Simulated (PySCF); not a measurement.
Ga(F)(OMe)(NH2) (CH₅FGaNO), SMILES C[O][Ga]([NH2])[F].

The structure is a stationary point at PBE-D3(BJ)/def2-SVP. The structure was generated by enumeration; whether it is a known compound was not checked. The values are those of a single conformer.

Method: PBE-D3(BJ)/def2-SVP (PySCF).

Frequencies are harmonic and unscaled.

Computed normal modes with their intensities:
```tsv
mode	ν (cm⁻¹)	IR (km/mol)	moving atoms (share of kinetic energy)
1	43	0.1	H 96 %
2	84	1.7	O 29 %, H 21 %, C 21 %, F 18 %
3	99	0.6	C 27 %, N 24 %, H 24 %, F 11 %, Ga 10 %
4	166	10.6	F 49 %, N 20 %, Ga 15 %, H 11 %
5	185	27.8	Ga 40 %, O 25 %, N 18 %, F 13 %
6	256	9.6	O 34 %, C 25 %, H 19 %, Ga 13 %
7	293	31.7	H 89 %
8	344	133.6	H 81 %, N 18 %
9	589	21.9	O 53 %, N 12 %, F 10 %, C 9 %, H 9 %
10	683	53.8	F 43 %, Ga 21 %, N 18 %, O 9 %
11	715	57.6	N 38 %, F 26 %, Ga 26 %, H 9 %
12	768	54.9	H 83 %, N 13 %
13	1093	175.0	O 46 %, C 41 %, H 12 %
14	1131	0.4	H 77 %, C 19 %
15	1155	21.5	H 65 %, C 21 %, O 13 %
16	1416	1.1	H 96 %
17	1423	5.7	H 94 %
18	1426	25.9	H 92 %
19	1470	20.8	H 90 %, N 9 %
20	2896	90.7	H 97 %
21	2960	52.9	H 90 %, C 10 %
22	3007	32.6	H 91 %, C 9 %
23	3486	23.6	H 96 %
24	3592	27.8	H 91 %, N 9 %
```
